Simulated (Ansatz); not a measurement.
A run for Ansatz (a first-principles code): R-wB97M-V/def2-TZVPP on C3H6O (SMILES C=COC), a point of a torsion scan.

Ansatz 0.2 input:
```yaml
crystal:
  periodic: [false, false, false]
  atoms:
    - {symbol: C, position_ang: [1.76279072, 0.13722355, 0.07001209]}
    - {symbol: C, position_ang: [0.66923201, -0.60131961, -0.00629891]}
    - {symbol: O, position_ang: [-0.55450562, -0.18946560, -0.46077265]}
    - {symbol: C, position_ang: [-0.60639340, 0.28582812, -1.78870878]}
    - {symbol: H, position_ang: [1.81362182, 1.13412617, -0.33323405]}
    - {symbol: H, position_ang: [2.66420888, -0.26016309, 0.49708764]}
    - {symbol: H, position_ang: [0.62433260, -1.59197731, 0.43474228]}
    - {symbol: H, position_ang: [-1.65265582, 0.51180814, -1.98677609]}
    - {symbol: H, position_ang: [-0.25797712, -0.47838582, -2.49134197]}
    - {symbol: H, position_ang: [-0.01067841, 1.19366780, -1.92677343]}
basis:
  gaussian:
    orbitals: def2-TZVPP
hamiltonian:
  xc: {name: wB97M-V}
scf: {lower_state_search: off}
```

The log:

```
WARN ansatz: RAYON_NUM_THREADS=2 ignored (pool sized by the plan → 2); use --threads N
Functional definition: wB97M-V
these checks for a lower state are left out or cut short: stability, starts, cluster_reference, orbital_swaps, neighbouring_geometries, increment
integrals: 0.13 GiB planned
1045 factors; their error is unknown
integrals: 0.16 GiB planned
270 factors; integrals over basis functions are off by at most 1.1e-5 eV
mean field: 1.23 GiB planned
mean field evaluation 1: about -5250.6925 eV, gradient 4.2e1 eV
mean field evaluation 2: about -5252.5781 eV, gradient 3.1e1 eV
mean field evaluation 4: about -5254.3587 eV, gradient 1.9e0 eV
mean field evaluation 8: about -5254.3767 eV, gradient 5.5e-2 eV
mean field evaluation 16: about -5254.3634 eV, gradient 5.7e-5 eV
mean field -5254.36343610 eV, -193.0942947411 hartree, gradient 9.1e-6 eV, S^2 0.000000; 0 other end points of the search recorded, 0 dependent functions left out
reference -5254.36348051 eV, -193.0942963732 hartree; 16, 16 occupied and 192, 192 virtual orbitals, 1045 factors
Total energy: -5254.36348051 eV, -193.0942963732 hartree
Checks for a lower state left out: stability, starts, cluster_reference, orbital_swaps, neighbouring_geometries, increment
```

The run converged.

Cost: roughly 8 core-seconds.
